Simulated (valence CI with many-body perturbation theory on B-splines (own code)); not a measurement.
Br³⁺: one-electron terms

Calculated by configuration interaction combined with many-body perturbation theory (CI+MBPT): four valence electrons over a frozen Dirac-Fock core [Ar] 3d10, a basis of 11 s, 11 p, 9 d, 7 f, 5 g, 2 h, 1 i functions for each j, with the one-electron correlation potential Σ1, the two-electron term Σ2, the three-electron term Σ3, Breit, model QED; selected CI, second order for the rest, scaled by the run's own slope (own B-spline code, finite nucleus).

No measured levels were compared; by estimate levels hold to about 250 cm⁻¹ or 0.2 % of their energy and the worst to 1 %, as in measured heavy ions of charge 2 to 7; those with d or f electrons hold less well. Core correlation moves these levels by up to 6900 cm⁻¹, and in measured spectra 5 to 20 % of such shifts remained as error; rates that hang on mixing are uncertain with them. Among the levels kept, up to 470 cm⁻¹ of a level comes from second order outside the variational space, and about a tenth of that is noise between levels of different J, which matters for small intervals.

These are the spectroscopic orbitals of the CI (the correlating ones are not listed), shaped by the core and the other valence electrons. h is the expectation value of the core's Dirac-Fock operator, without the valence repulsion; Σ1 is computed up to l = 3 at one energy for each symmetry, that of its lowest orbital but kept below the first core excitation, so for empty shells it is not the orbital's own correlation shift; Breit and QED include the response of the core.

```
Orbital  h (hartree)  Σ1 (cm⁻¹)  Breit (cm⁻¹)  QED (cm⁻¹)  ⟨r⟩ (bohr)
  4s1/2      -3.7085      -8540           194         173       1.570
  5s1/2      -1.8077      -1661          48.7        42.7       3.484
  6s1/2      -1.0627       -614          19.3        16.9       6.186
  7s1/2     -0.70125       -302           9.8         8.6       9.613
  4p1/2       -3.117      -6545           253        -9.6       1.772
  5p1/2      -1.5613      -1296          62.2        -2.4       3.994
  6p1/2     -0.94801       -535          27.5        -1.1       6.909
  7p1/2     -0.63818       -277          14.7        -0.6       10.56
  4p3/2      -3.0823      -6277           149         2.2       1.797
  5p3/2      -1.5488      -1259          37.1         0.5       4.029
  6p3/2     -0.94206       -522          16.9         0.2       6.955
  7p3/2     -0.63491       -271           9.0         0.1       10.62
  4d3/2      -2.1397      -2576          22.6        -3.8       2.530
  5d3/2      -1.1781       -802           8.5        -1.4       5.271
  6d3/2     -0.75816       -385           4.3        -0.7       8.672
  4d5/2      -2.1348      -2548           2.8        -2.3       2.538
  5d5/2      -1.1762       -795           1.1        -0.9       5.280
  6d5/2     -0.75719       -382           0.6        -0.4       8.684
  4f5/2      -1.3094       -419          -0.1         0.0       4.224
  5f5/2     -0.83747       -251          -0.1         0.0       7.494
  4f7/2      -1.3095       -418          -0.3         0.0       4.223
  5f7/2     -0.83752       -251          -0.2         0.0       7.493
  5g7/2     -0.80218                      0.0         0.0       6.852
  5g9/2     -0.80217                      0.0         0.0       6.852
```

Among the shells of the start configuration 4s2 4p2, Σ1 is largest in size for 4s1/2, where it is 1.0 % of h.

Lowest root of each symmetry, sizes in configuration state functions:

```tsv
J	Parity	Roots	Reference	Variational	Second order	Change by selected CI (cm⁻¹)	Change by second order (cm⁻¹)
0	even	8	20	31562	393262	-8634	-16
1	even	12	37	39998	1195737	-8503	-78
2	even	15	45	39995	2076130	-8553	-122
3	even	10	28	39811	2268018	-16208	-474
4	even	7	15	39802	1912159	-8668	-111
5	even	3	4	41168	1511283	-8836	-58
0	odd	6	13	33710	380024	-13687	-24
1	odd	13	33	39992	1171134	-12348	-68
2	odd	14	33	39988	1904770	-5806	-56
3	odd	7	20	39997	1802503	-12271	-136
4	odd	3	9	39952	1798243	-16919	-293
```
